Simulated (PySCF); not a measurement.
# Structure elucidation problem

Molecular formula: C$_{8}$H$_{11}$NO. Simulated spectra:

1H NMR (400 MHz, computed): δ 7.30 (m, 1H), 6.98 (m, 1H), 6.60 (m, 1H), 6.18 (m, 1H), 5.51 (m, 1H), 5.48 (m, 1H), 3.73 (m, 1H), 2.13 (br s, 1H), 1.30 (d, 3H).

13C{1H} NMR (computed): δ 152.0, 147.2, 142.3, 126.0, 120.3, 110.4, 54.2, 15.5.

- shielding tensors at PBE0/pcSseg-1 (GIAO)
- geometry: GFN2-xTB
- code: PySCF
- single conformer, non-relativistic Hamiltonian, no solvent model, fast rotation and ring inversion assumed for equivalent nuclei

Shifts are taken against calculated references (same method and geometry level): 1H (σref 31.72) and 13C (σref 186.93) vs TMS.

Q: Which of these isomers gave the spectra?
A. CC(C)c1cc[n+]([O-])cc1
B. COc1cccc(CN)c1
C. C=C[C@@H](C)Nc1ccoc1
D. CC1=CCC=C(C(N)=O)C1

A: C. 

The formula gives 4 degrees of unsaturation (1 ring in the answer). 8 carbon signals for 8 carbons: no two carbons are equivalent. Carbon types of the structure: 1 × C, 5 × CH, 1 × CH2, 1 × CH3, leaving 1 H on heteroatoms. δC 152.0: alkene CH; as expected for a trigonal carbon in a double bond. δC 147.2, 126.0: aromatic CH next to the ring oxygen. δC 142.3: aromatic carbon bearing nitrogen; an ipso carbon deshielded by its heteroatom. δC 120.3: terminal =CH2 carbon; an sp2 carbon of a C=C bond. δC 110.4: aromatic CH; it is ortho or para to a lone-pair donor and shielded by resonance.

The others: COc1cccc(CN)c1 would give 6 signals for carbon-bound and other non-exchanging H, not 8; CC1=CCC=C(C(N)=O)C1 would give 5 signals for carbon-bound and other non-exchanging H, not 8; CC(C)c1cc[n+]([O-])cc1 would give 5 carbon signals, not 8.

Exchangeable OH/NH protons stand at their gas-phase positions; hydrogen bonding in a real sample shifts them, mostly to higher δ. Shifts are as computed. Against solution values, carbons near 30 ppm lie about +3 ppm off and those near 130 ppm about +5 ppm. Of 1211 compounds with measured shifts, 218 miss one by over three times the rms of a fit or turn the order of signals round; such compounds aren't used in these exercises. Multiplicities follow the n + 1 count of equivalent neighbours, as no J values were calculated; m marks all less simple cases, F and P coupling included.
